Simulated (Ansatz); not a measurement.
`C[Si](O)(F)Cl` + `FC[CH](F)[GeH3]` → `C[Si](O)(F)F` + `F[CH]([GeH3])CCl`  (redistribution)

Isolated molecules relaxed with PBE0-D4/def2-TZVP in Ansatz; ΔE leaves out vibrations. CBS: MP2 limit from def2 TZ/QZ plus the TZ coupled-cluster correction, frozen cores. For Ge outer-core shells are correlated without core-valence functions, which leaves a few kJ/mol of doubt a bond. Scalar relativity is left out up to krypton. Each species was taken in one conformer, which may not be the lowest.

`C[Si](O)(F)Cl`:

Z-matrix (Å, degrees):
```
C
Si 1 1.834
H 1 1.092 2 110.0
H 1 1.091 2 110.4 3 -119.8
H 1 1.091 2 110.5 3 120.0
O 2 1.623 1 109.4 3 58.1
F 2 1.591 1 110.3 3 -62.8
Cl 2 2.049 1 112.0 3 -179.6
H 6 0.958 2 119.2 1 170.2
```

`FC[CH](F)[GeH3]`:

Cartesian coordinates in Å:
```
F -0.615 -2.340 0.975
C -0.090 -1.398 0.110
C -0.475 -0.012 0.523
F -1.838 0.178 0.328
Ge 0.507 1.382 -0.500
H -0.466 -1.618 -0.894
H 1.001 -1.501 0.122
H -0.277 0.118 1.592
H -0.085 2.746 -0.131
H 1.996 1.328 -0.121
H 0.344 1.118 -2.004
```

`C[Si](O)(F)F`:

```xyz
9

C    -1.175    0.279    0.353
Si    0.462   -0.382   -0.133
O     1.473    0.840   -0.468
F     1.076   -1.296    1.014
F     0.341   -1.346   -1.391
H    -1.084    0.912    1.238
H    -1.600    0.878   -0.454
H    -1.865   -0.536    0.580
H     2.372    0.652   -0.739
```

`F[CH]([GeH3])CCl`:

Cartesian coordinates in Å:
```
F 1.570 -0.456 0.885
C 0.231 -0.371 0.534
Ge 0.082 -0.700 -1.424
C -0.314 0.972 0.916
Cl -0.357 1.213 2.685
H -0.300 -1.161 1.073
H 0.763 0.451 -2.179
H -1.406 -0.766 -1.806
H 0.771 -2.032 -1.742
H -1.338 1.077 0.556
H 0.298 1.774 0.502
```

| species | CCSD/def2-TZVPP energy (Eh) |
| --- | --- |
| `C[Si](O)(F)Cl` | -964.26437 |
| `FC[CH](F)[GeH3]` | -2354.69726 |
| `C[Si](O)(F)F` | -604.30133 |
| `F[CH]([GeH3])CCl` | -2714.68876 |

Work out ΔE.

ΔE = (-604.30133) + (-2714.68876) − (-964.26437) − (-2354.69726) = -0.02846 Eh = -74.7 kJ/mol. CCSD(T)/CBS gives -76.4 kJ/mol.

Largest T1 diagnostic among the species: 0.012.

In def2-TZVPP, CCSD(T) changes the Hartree–Fock value by −4.7 kJ/mol (the triples alone add −0.0 kJ/mol) and MP2 by −8.7 kJ/mol.
